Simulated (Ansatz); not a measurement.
Consider the ligand exchange at the Si–N bond: `O[SiH](F)N[SiH3]` + `FC1NCO1` → `FC1OCN1[SiH3]` + `N[SiH](O)F`.

Calculated with Ansatz (gas phase, PBE0-D4/def2-TZVP geometries, no zero-point term in ΔE). CBS: MP2 limit from def2 TZ/QZ plus the TZ coupled-cluster correction, frozen cores. This one scheme is used for every species. DFT in def2-TZVPP. B3LYP here is the variant with VWN-RPA as its local correlation; programs differ in this. One conformer a species, not always the lowest.

`O[SiH](F)N[SiH3]`:

```xyz
11

O    -0.788   -0.086    2.446
Si    0.364    0.099    1.311
F     1.125   -1.273    1.015
N    -0.261    0.551   -0.210
Si    0.096   -0.128   -1.769
H    -1.555   -0.620    2.231
H     1.328    1.038    1.906
H    -0.882    1.346   -0.223
H    -0.529   -1.463   -1.957
H    -0.459    0.805   -2.784
H     1.560   -0.270   -1.966
```

`FC1NCO1`:

Z-matrix (Å, degrees):
```
C
N 1 1.434
F 1 1.358 2 113.8
O 1 1.399 2 93.1 3 -115.3
H 1 1.097 2 118.2 3 125.2
C 2 1.462 1 86.5 3 121.8
H 2 1.010 1 115.7 3 -120.2
H 6 1.096 2 115.4 1 108.3
H 6 1.094 2 114.9 1 -121.5
```

`FC1OCN1[SiH3]`:

Z-matrix (Å, degrees):
```
C
O 1 1.394
F 1 1.375 2 111.6
N 1 1.424 2 92.9 3 -117.3
H 1 1.095 2 114.5 3 119.6
C 2 1.432 1 89.4 3 113.4
Si 4 1.728 1 130.9 2 153.2
H 6 1.094 2 111.6 1 120.4
H 6 1.097 2 112.3 1 -114.7
H 7 1.482 4 106.7 1 46.6
H 7 1.488 4 113.9 1 -74.5
H 7 1.485 4 107.2 1 165.8
```

`N[SiH](O)F`:

Z-matrix (Å, degrees):
```
Si
O 1 1.629
F 1 1.596 2 112.6
N 1 1.699 2 110.7 3 116.3
H 1 1.474 2 104.5 3 -115.6
H 2 0.959 1 117.0 3 -71.5
H 4 1.007 1 120.5 2 -153.1
H 4 1.006 1 121.6 2 56.5
```

Problem. Is it downhill or uphill in electronic energy at CCSD(T)/CBS, and by how much? (An estimate is asked.)

Solution. Ansatz gave: Uphill: ΔE = +3.8 kJ/mol.

Problem. What do these levels give: PBE-D4, r2SCAN-D4, PBE0-D4, B3LYP-D4, B2PLYP, PBE, r2SCAN, PBE0, MP2/def2-TZVPP, SCS-MP2/def2-TZVPP, CCSD/def2-TZVPP, CCSD(T)/def2-TZVPP? (Best estimate.)

Solution. Computed: PBE-D4 2.1, r2SCAN-D4 3.3, PBE0-D4 3.6, B3LYP-D4 1.2, B2PLYP 2.6, PBE 2.9, r2SCAN 3.5, PBE0 4.2, MP2/def2-TZVPP 2.5, SCS-MP2/def2-TZVPP 3.6, CCSD/def2-TZVPP 5.0, CCSD(T)/def2-TZVPP 4.6 kJ/mol.

Largest T1 diagnostic among the species: 0.012.
